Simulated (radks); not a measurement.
Problem. The neon ion Ne5+, 5 electrons, occupied as [He] 2s2 2p1 (the NIST ground configuration). All-electron calculation, scalar-relativistic Kohn-Sham, PBEsol, spin-unpolarised, spherical densities, finite nucleus; Fermi nuclear charge, rms radius 3.0055 fm. Program: a radial shooting solver on a logarithmic mesh with Libxc functionals. Some entries of the table are withheld. Estimate them.

orbital  occ.  eigenvalue (eV)  <r^2> (bohr^2)
1s          2              (1)         0.03344
2s          2              (2)          0.6358
2p          1              (3)             (4)

Solution. 
(1) 1s eigenvalue (eV): -992.2448
(2) 2s eigenvalue (eV): -160.4077
(3) 2p eigenvalue (eV): -140.1669
(4) 2p <r^2> (bohr^2): 0.5446
